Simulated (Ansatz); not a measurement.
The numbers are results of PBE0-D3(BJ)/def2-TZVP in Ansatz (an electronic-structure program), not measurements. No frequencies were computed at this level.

Ansatz 0.2 input:
```yaml
crystal:
  periodic: [false, false, false]
  atoms:
    - { symbol: C, position_ang: [1.786161, -0.270918, 0.191759] }
    - { symbol: Al, position_ang: [-0.018654, 0.53251, 0.017213] }
    - { symbol: C, position_ang: [-1.769842, -0.372055, -0.208427] }
    - { symbol: I, position_ang: [-0.087088, 3.069625, 0.084011] }
    - { symbol: H, position_ang: [2.179897, -0.183953, 1.211856] }
    - { symbol: H, position_ang: [2.516689, 0.230586, -0.455499] }
    - { symbol: H, position_ang: [1.80762, -1.335371, -0.063525] }
    - { symbol: H, position_ang: [-1.827309, -1.32456, 0.32906] }
    - { symbol: H, position_ang: [-2.596935, 0.253264, 0.151484] }
    - { symbol: H, position_ang: [-1.990541, -0.599127, -1.25793] }
basis:
  gaussian: { orbitals: def2-tzvp }
hamiltonian:
  xc: pbe0
  dispersion: d3bj
relax:
  max_steps: 150
```

Output:

```
Functional definition: PBE0
1321 factors; their error is unknown
mean field evaluation 1: about -16856.2287 eV, gradient 7.0e1 eV
mean field evaluation 2: about -16851.4887 eV, gradient 7.6e1 eV
mean field evaluation 4: about -16867.3201 eV, gradient 3.6e0 eV
mean field evaluation 8: about -16867.3507 eV, gradient 2.8e-2 eV
mean field evaluation 16: about -16867.6290 eV, gradient 1.3e-4 eV
mean field -16867.62904173 eV, -619.8739339939 hartree, gradient 1.7e-5 eV, S^2 0.000000; 0 other end points of the search recorded, 0 dependent functions left out
reference -16867.62907366 eV, -619.8739351675 hartree; 28, 28 occupied and 157, 157 virtual orbitals, 1321 factors
relax step   1: F+E_penalty+E_count = -16867.81369348 eV  Δ(F+E_penalty+E_count) = +0.000e0 eV  max|allowed force component| = 4.116e-1 eV/Å  Δτ_max = 0.0000 Å  (28 SCF iters, accepted)
these checks for a lower state are left out or cut short: starts, cluster_reference, orbital_swaps, neighbouring_geometries, increment
1321 factors; their error is unknown
mean field -16867.66860370 eV, -619.8753878694 hartree, gradient 7.6e-6 eV, S^2 0.000000; 0 other end points of the search recorded, 0 dependent functions left out
reference -16867.66863533 eV, -619.8753890320 hartree; 28, 28 occupied and 157, 157 virtual orbitals, 1321 factors
relax step   2: F+E_penalty+E_count = -16867.85723749 eV  Δ(F+E_penalty+E_count) = -4.354e-2 eV  max|allowed force component| = 3.039e-1 eV/Å  Δτ_max = 0.0682 Å  (31 SCF iters, accepted)
these checks for a lower state are left out or cut short: starts, cluster_reference, orbital_swaps, neighbouring_geometries, increment
1321 factors; their error is unknown
mean field evaluation 32: about -16867.6731 eV, gradient 6.8e-6 eV
mean field -16867.67314446 eV, -619.8755547393 hartree, gradient 6.8e-6 eV, S^2 0.000000; 0 other end points of the search recorded, 0 dependent functions left out
reference -16867.67317602 eV, -619.8755558992 hartree; 28, 28 occupied and 157, 157 virtual orbitals, 1321 factors
relax step   3: F+E_penalty+E_count = -16867.86179242 eV  Δ(F+E_penalty+E_count) = -4.555e-3 eV  max|allowed force component| = 3.841e-2 eV/Å  Δτ_max = 0.0321 Å  (31 SCF iters, accepted)
these checks for a lower state are left out or cut short: starts, cluster_reference, orbital_swaps, neighbouring_geometries, increment
1321 factors; their error is unknown
mean field -16867.67340710 eV, -619.8755643913 hartree, gradient 6.8e-6 eV, S^2 0.000000; 0 other end points of the search recorded, 0 dependent functions left out
reference -16867.67343864 eV, -619.8755655503 hartree; 28, 28 occupied and 157, 157 virtual orbitals, 1321 factors
relax step   4: F+E_penalty+E_count = -16867.86212694 eV  Δ(F+E_penalty+E_count) = -3.345e-4 eV  max|allowed force component| = 1.603e-2 eV/Å  Δτ_max = 0.0133 Å  (31 SCF iters, accepted)
these checks for a lower state are left out or cut short: starts, cluster_reference, orbital_swaps, neighbouring_geometries, increment
1321 factors; their error is unknown
mean field -16867.67354370 eV, -619.8755694114 hartree, gradient 6.7e-6 eV, S^2 0.000000; 0 other end points of the search recorded, 0 dependent functions left out
reference -16867.67357523 eV, -619.8755705701 hartree; 28, 28 occupied and 157, 157 virtual orbitals, 1321 factors
relax step   5: F+E_penalty+E_count = -16867.86219803 eV  Δ(F+E_penalty+E_count) = -7.109e-5 eV  max|allowed force component| = 7.283e-3 eV/Å  Δτ_max = 0.0106 Å  (31 SCF iters, accepted)
1321 factors; their error is unknown
mean field evaluation 64: about -16867.6735 eV, gradient 6.1e-2 eV
mean field -16867.67354370 eV, -619.8755694114 hartree, gradient 6.7e-6 eV, S^2 0.000000; 1 other end points of the search recorded, 0 dependent functions left out
reference -16867.67357523 eV, -619.8755705701 hartree; 28, 28 occupied and 157, 157 virtual orbitals, 1321 factors
Total energy: -16867.86222956 eV, -619.8825034886 hartree
Atom 0 at     1.726884    -0.274930     0.182663 Å, force     0.003520    -0.000746     0.003885 eV/Å
Atom 1 at    -0.021072     0.558400     0.019796 Å, force    -0.000331     0.007283    -0.000089 eV/Å
Atom 2 at    -1.716589    -0.366611    -0.194547 Å, force    -0.002133    -0.004347    -0.000510 eV/Å
Atom 3 at    -0.077062     3.052374     0.077775 Å, force    -0.000092    -0.002608    -0.000554 eV/Å
Atom 4 at     2.109096    -0.152040     1.201436 Å, force     0.000834    -0.000136     0.000901 eV/Å
Atom 5 at     2.453221     0.199112    -0.482789 Å, force     0.001334     0.000208    -0.002520 eV/Å
Atom 6 at     1.698741    -1.345037    -0.037553 Å, force    -0.000473    -0.001546    -0.000730 eV/Å
Atom 7 at    -1.711431    -1.339517     0.304990 Å, force     0.000330    -0.000219    -0.000192 eV/Å
Atom 8 at    -2.555148     0.219882     0.185973 Å, force    -0.002265     0.000903     0.001219 eV/Å
Atom 9 at    -1.906642    -0.551633    -1.257742 Å, force    -0.000723     0.001209    -0.001409 eV/Å
Dipole moment:     0.010499    -0.448108    -0.010914 e Å
```

Cost: very roughly 60 core-seconds.
